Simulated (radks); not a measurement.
Problem. O3+, 5 electrons, occupied as [He] 2s1 2p2 (not the ground configuration). All-electron calculation, non-relativistic Kohn-Sham, BLYP, spin-polarised, spherical densities, point nucleus; open shells are filled with parallel spins first. Program: a radial shooting solver on a logarithmic mesh with Libxc functionals. Some entries of the table are withheld. Estimate them.

orbital  occ.  eigenvalue (hartree)  <1/r> (bohr^-1)  <r> (bohr)
1s up       1             -21.52514            7.631         (1)
1s down     1             -21.41225            7.645         (2)
2s up       1              -2.98928            1.501      0.9706
2p up       2                   (3)            1.411         (4)

Solution. 
(1) 1s up <r> (bohr): 0.1995
(2) 1s down <r> (bohr): 0.1989
(3) 2p up eigenvalue (hartree): -2.45779
(4) 2p up <r> (bohr): 0.9111
